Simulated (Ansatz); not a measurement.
Geometry optimisation, RKS PBE/def2-SVP in Ansatz 0.2.0.

Input:

```yaml
crystal:
  periodic: [false, false, false]
  atoms:
    - { symbol: F, position_ang: [-2.2177, -0.8553, 1.4113] }
    - { symbol: Ge, position_ang: [-0.6953, -1.3001, 0.7929] }
    - { symbol: B, position_ang: [0.1033, 0.2341, -0.2419] }
    - { symbol: C, position_ang: [1.1455, 0.7804, -1.2624] }
    - { symbol: C, position_ang: [0.3884, 1.6814, -0.4556] }
    - { symbol: F, position_ang: [0.141, 2.9901, -0.0798] }
    - { symbol: H, position_ang: [0.2528, -1.6754, 1.9876] }
    - { symbol: H, position_ang: [-0.8148, -2.5006, -0.1546] }
    - { symbol: H, position_ang: [-0.32557, -0.85442, -0.23164] }
basis:
  gaussian: { orbitals: def2-SVP }
hamiltonian:
  xc: pbe
relax:
  f_tol: 0.02
  max_steps: 50
```

Command:

```bash
$ ansatz run input.yaml --threads 2 --pin off --max-ram 3072MiB --backend cpu --events-out ev --progress --plain --runs-dir out
```

Where does it end, and by what steps?

The run converged. The force dipped under the threshold on the way, but the program's further checks kept it going. After 17 steps the energy has fallen by 5.288 eV; H9 moved furthest, 1.59 Å. The start is strongly strained (largest force component 14 eV/Å), so its close contacts needn't be bonds. Parted: Ge2–H9 (1.18 → 2.53 Å).

```tsv
step	energy less start (eV)	largest force component (eV/Å)	accepted
0	0.0000	14.040	yes
1	-2.4869	6.001	yes
2	-3.5332	2.254	yes
3	-3.9533	1.901	yes
4	-4.2958	1.632	yes
5	-4.5801	1.217	yes
6	-4.8120	0.911	yes
7	-4.9622	1.137	yes
8	-5.0655	1.262	yes
9	-5.1511	0.771	yes
10	-5.2245	0.534	yes
11	-5.2421	0.387	yes
12	-5.2638	0.257	yes
13	-5.2643	0.556	yes
14	-5.2854	0.043	yes
15	-5.2874	0.032	yes
16	-5.2878	0.007	yes
17	-5.2879	0.017	yes
```

```xyz
9
Properties=species:S:1:pos:R:3
F -1.852 -0.052 1.762
Ge -0.724 -1.069 0.861
B 0.531 -0.100 -0.557
C 1.029 1.239 -1.301
C 0.075 1.384 -0.401
F -0.787 2.048 0.309
H 0.208 -1.724 1.916
H -1.591 -2.091 0.078
H 1.089 -1.135 -0.900
```

Whether the end is a true minimum wasn't checked by a vibrational analysis.

Time of the run: 36 s on 2 threads of AMD EPYC 7B13 (Zen 3), with other jobs on the host, peak memory 0.18 GiB.
